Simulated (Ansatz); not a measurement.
`CN(C)[SiH]([SiH3])Cl` → `CN(C)[Si]Cl` + SiH₄ at 400 K and 1 bar (silylene formation by 1,1-elimination).

Calculated with Ansatz (gas phase, PBE0-D4/def2-TZVP geometries, no zero-point term in ΔE). CBS: MP2 limit from def2 TZ/QZ plus the TZ coupled-cluster correction, frozen cores. This one scheme is used for every species. One conformer a species, not always the lowest.

| species | CCSD(T)/CBS energy (Eh) | H − E (kJ/mol) | S (J/(mol·K)) |
| --- | --- | --- | --- |
| `CN(C)[SiH]([SiH3])Cl` | -1174.82266 | 357.8 | 470.0 |
| `CN(C)[Si]Cl` | -883.31525 | 253.9 | 374.3 |
| SiH₄ | -291.46306 | 96.9 | 218.6 |

H − E and S are ideal-gas, rigid-rotor, harmonic terms from PBE0-D4/def2-TZVP, for one conformer and one mirror image of each species. 1 Eh = 2625.50 kJ/mol, R = 8.31446 J/(mol·K).

Task: By hand: ΔE, ΔH, ΔS and ΔG.

Result: ΔE = (-883.31525) + (-291.46306) − (-1174.82266) = 0.04435 Eh = 116.4 kJ/mol. Δ(H − E) = 253.9 + 96.9 − 357.8 = -7.0, so ΔH = 109.4 kJ/mol. ΔS = 374.3 + 218.6 − 470.0 = 122.9 J/(mol·K). ΔG = 109.4 − 400 × (122.9)/1000 = 60.2 kJ/mol.

Task: By hand: the equilibrium constant, and the temperature at which ΔG would vanish if ΔH and ΔS stayed fixed.

Result: log₁₀ K = −ΔG/(RT ln 10) = -7.9. ΔG = 0 at ΔH/ΔS = 890 K.

The number of gas molecules changes by +1, which sets the sign of ΔS. A doubt of 5 kJ/mol in ΔE shifts log₁₀ K by 0.7 here. Other conformers and mirror images would add mixing entropy, several J/(mol·K) or more a flexible species. Modes under 60 cm⁻¹, often nearly free rotors, make the harmonic entropy too high. These are equilibria of isolated gas molecules and say nothing of rates. Largest T1 diagnostic: 0.013 (customary marks: 0.02 for closed shells, 0.045 for open ones).
